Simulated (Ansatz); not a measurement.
Consider the formal exchange of groups at the Si–F bond: `F[SiH](Cl)S[SiH2]Cl` + CH₄ → `C[SiH](Cl)S[SiH2]Cl` + H–F.

Gas-phase electronic energies from Ansatz, PBE0-D4/def2-TZVP geometries. CCSD(T)/CBS is the MP2 limit (def2-TZVPP, def2-QZVPP) plus CCSD(T) − MP2 in def2-TZVPP, frozen cores. This one scheme is used for every species. DFT in def2-TZVPP. One conformer a species, not always the lowest.

`F[SiH](Cl)S[SiH2]Cl`:

```xyz
9

F     0.964   -1.286   -1.181
Si   -0.515   -1.432   -0.617
Cl   -1.769   -0.702   -2.037
S    -0.691   -0.416    1.228
Si    0.556    1.287    0.891
Cl   -0.200    2.531   -0.545
H    -0.813   -2.856   -0.396
H     1.909    0.878    0.469
H     0.559    1.995    2.188
```

CH₄:

```xyz
5

C     0.000    0.000    0.000
H     0.425   -0.498   -0.871
H     0.592   -0.243    0.882
H    -1.026   -0.337    0.147
H     0.009    1.078   -0.157
```

`C[SiH](Cl)S[SiH2]Cl`:

```xyz
12

C    -2.252   -0.908    0.075
Si   -0.602   -0.176    0.490
Cl   -0.818    1.812    0.981
S     0.633   -0.396   -1.241
Si    2.326    0.766   -0.699
Cl    3.135    0.169    1.090
H    -2.704   -0.384   -0.769
H    -2.921   -0.829    0.935
H    -2.140   -1.963   -0.186
H     0.037   -0.822    1.656
H     1.986    2.197   -0.566
H     3.321    0.535   -1.768
```

H–F:

Z-matrix (Å, degrees):
```
F
H 1 0.920
```

(1) Is it downhill or uphill in electronic energy at CCSD(T)/CBS, and by how much? (An estimate is asked.)

(2) What do these levels give: B2PLYP, PBE, PBE0, HF/def2-TZVPP, HF/def2-QZVPP, SCS-MP2/def2-QZVPP? (Best estimate.)

Largest T1 diagnostic among the species: 0.011.

Results:

(1) The calculation gave: Uphill: ΔE = +30.7 kcal/mol.

(2) Ansatz gave: B2PLYP 33.7, PBE 31.0, PBE0 30.7, HF/def2-TZVPP 36.8, HF/def2-QZVPP 37.2, SCS-MP2/def2-QZVPP 32.1 kcal/mol.

In def2-TZVPP, CCSD(T) changes the Hartree–Fock value by −5.7 kcal/mol (the triples alone add −0.7 kcal/mol) and MP2 by −6.3 kcal/mol. The D4 term adds −1.9 kcal/mol with B3LYP and −1.1 kcal/mol with PBE0; it sums over pairs of atoms, weighted by their polarisabilities, and B3LYP, whose exchange is more repulsive, gets the larger term.

B3LYP here is the variant with VWN-RPA as its local correlation; programs differ in this.
